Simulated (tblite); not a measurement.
C5H10FSSi (doublet state).
Structure used (GFN2-xTB), in Å, numbered top down from 1:
```xyz
18
C5H10FSSi angstrom
F     -0.024   -1.484   -1.758
C     -0.255   -1.529   -0.391
Si    -1.747   -0.367   -0.026
C     -0.960    1.347   -0.244
C      0.401    1.430    0.453
C      1.385    0.371   -0.041
C      0.978   -1.045    0.361
S      2.355   -2.200    0.123
H     -0.449   -2.582   -0.162
H     -2.166   -0.618    1.357
H     -2.796   -0.653   -1.000
H     -0.819    1.550   -1.308
H     -1.609    2.135    0.139
H      0.839    2.415    0.273
H      0.269    1.323    1.534
H      1.466    0.414   -1.129
H      2.374    0.580    0.376
H      0.748   -1.081    1.431
```

Method: GFN2-xTB as coded in tblite; computed harmonic values from a numerical Hessian at the method's own geometry, unscaled. Errors from tens to a few hundred cm⁻¹ against measured bands are possible. Modes of hydrogen on silicon can be 10 to 20 % off. One conformer, not necessarily the lowest. Open shells enter through the occupations alone, without spin polarisation, and single modes of such species can be off by tens of per cent.

Harmonic wavenumbers (cm⁻¹): 85.9, 108.4, 180.6, 207.2, 252.3, 270.0, 305.2, 332.0, 435.8, 496.5, 558.1, 577.5, 645.4, 687.6, 723.7, 749.2, 771.6, 794.0, 869.0, 918.6, 949.6, 984.0, 1008.0, 1080.9, 1093.7, 1119.2, 1171.1, 1184.1, 1202.2, 1220.1, 1273.5, 1289.3, 1297.3, 1340.9, 1346.6, 1466.8, 1483.4, 1495.8, 2247.5, 2307.9, 2913.4, 2926.2, 2953.2, 2967.6, 2969.6, 2979.0, 2989.9, 2990.5.

A = 2235, B = 1070, C = 856.9 MHz; mass 149.026 u (most abundant isotopes); point group C1, symmetry number 1; spin multiplicity 2.

Problem. Zero-point energy?

Solution. Half the sum of the wavenumbers: 30110 cm⁻¹ = 360.20 kJ/mol.

Problem. What is S at 200 K and 1 bar for an ideal gas of classical rigid rotors and harmonic oscillators?

Solution. Translation 162.97, rotation 118.20, vibration 56.33, spin (R ln 2) 5.76: S = 343.3 J/(mol K).

Problem. And Cp and H(200 K) − H(0)?

Solution. Cp = 109.78 J/(mol K), of which vibrations give 76.53 (their classical limit is 48 R = 399.1); H(200 K) − H(0) = 13.50 kJ/mol without the zero-point energy, 6.85 from vibrations.

Problem. What must be added to the electronic energy to get the Gibbs energy at 200 K and 1 bar?

Solution. ZPE + [H(200 K) − H(0)] − T·S = 360.20 + 13.50 − 68.65 = 305.05 kJ/mol.

Problem. Which modes carry the vibrational entropy at 200 K?

Solution. 85.9 cm⁻¹: 12.45; 108.4 cm⁻¹: 10.59; 180.6 cm⁻¹: 6.70; 207.2 cm⁻¹: 5.72; 252.3 cm⁻¹: 4.41; 270.0 cm⁻¹: 3.99 J/(mol K); the other 42 give 12.47 together.

Problem. Blend soft modes into free rotors: weight 1/[1 + (100 cm⁻¹/ν̃)⁴] for the oscillator and the rest for a rotor with moment μB/(μ + B), μ = h/(8π²ν), B = 10⁻⁴⁴ kg m². What vibrational entropy results?

Solution. 55.41 J/(mol K) in place of 56.33, which changes −T·S at 200 K by +0.19 kJ/mol.

Problem. How do the functions run with temperature in this model?

Solution. 
| T (K) | S (J/(mol K)) | Cp (J/(mol K)) | H − H(0) (kJ/mol) | G − H(0) (kJ/mol) | ln q(vib) |
| --- | --- | --- | --- | --- | --- |
| 100 | 283.6 | 67.3 | 4.65 | -23.71 | 0.78 |
| 300 | 396.2 | 154.4 | 26.70 | -92.15 | 4.81 |
| 500 | 494.1 | 231.2 | 65.70 | -181.36 | 9.45 |
| 800 | 619.7 | 302.1 | 146.72 | -349.07 | 16.43 |
| 1000 | 690.5 | 332.0 | 210.28 | -480.25 | 20.81 |

q(vib) and H(0) count from the zero-point level.

Hindered rotation and anharmonicity are outside this model. Other conformers, if any are populated, would add a mixing term that is left out. The structure is chiral; the term R ln 2 for an equal mix with its mirror image is left out.
